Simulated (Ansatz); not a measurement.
Basis-set extrapolation for `F[Si@H]1O[C@@H]1Cl` (PBE0-D4/def2-TZVP geometry, frozen core, the Gaussian-basis code of Ansatz). Multiplicity 1, RHF reference.

|  | def2-TZVPP | def2-QZVPP |
| --- | --- | --- |
| HF | -961.926900 | -961.959326 |
| MP2 correlation | -0.948652 | -1.031445 |
| CCSD(T) correlation | -1.013851 | not run |

Energies in hartree. Use E(X) = E(∞) + A·exp(−7.88·√X) for Hartree–Fock and E(X) = E(∞) + B·X^(−2.97) for correlation, with X = 3 and 4, and add CCSD(T) minus MP2 of the smaller set to the MP2 limit.

What is the CCSD(T) energy at the basis-set limit?

HF limit: -961.959326 + (-0.032426) × 0.13774 = -961.96379. MP2 limit: -1.031445 + (-0.082793) × 0.74074 = -1.09277. Higher-order term: -1.013851 − (-0.948652) = -0.06520. Total: -963.12176 hartree, 113.6 kcal/mol below CCSD(T)/def2-TZVPP.
